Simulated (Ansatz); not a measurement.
System: C$_{3}$H$_{6}$O$_{2}$, charge 0, multiplicity 1. 
Structure (B3LYP-D3(BJ)/def2-TZVP (Ansatz, an electronic-structure program) minimum search):
SMILES: COC(C)=O
```xyz
11

C     -1.8543     0.1696     0.1592
C     -0.4282    -0.1404    -0.2035
O     -0.0723    -0.8339    -1.1211
O      0.4291     0.4670     0.6430
C      1.8231     0.2390     0.3870
H     -2.5223    -0.3365    -0.5316
H     -2.0217     1.2467     0.1188
H     -2.0572    -0.1540     1.1808
H      2.0924     0.5983    -0.6055
H      2.3561     0.7951     1.1531
H      2.0542    -0.8236     0.4535
```

CCSD(T) with Ansatz in growing basis sets, 30 correlated electrons. Cores are frozen in the correlated levels unless marked. UHF or UKS for open shells. No spin-orbit coupling. Non-relativistic. Costs are ratios of core time to the smallest set, on shared machines of one kind, and rough; they hold the program's checks for lower states.

| basis | functions | cost over smallest | E(corr) (Eh) | electronic atomisation energy (kcal/mol) |
|---|---|---|---|---|
| cc-pVDZ | 100 | 1× | -0.8427 | 1005.4 |
| cc-pVTZ | 234 | 20× | ? | ? |

**Question.** What does the step to cc-pVTZ buy, and how does its cost grow by formal scaling?

**Answer.** Formally CCSD grows as o²v⁴ and (T) as o³v⁴; with o = 15 and v going from 80 to 214 both grow 51-fold in the last step, while integrals and the mean field grow more slowly. That step adds 196.7 mEh of correlation energy and 53.5 kcal/mol to the atomisation energy. Row: E(corr) (Eh) -1.0393, electronic atomisation energy (kcal/mol) 1058.9.
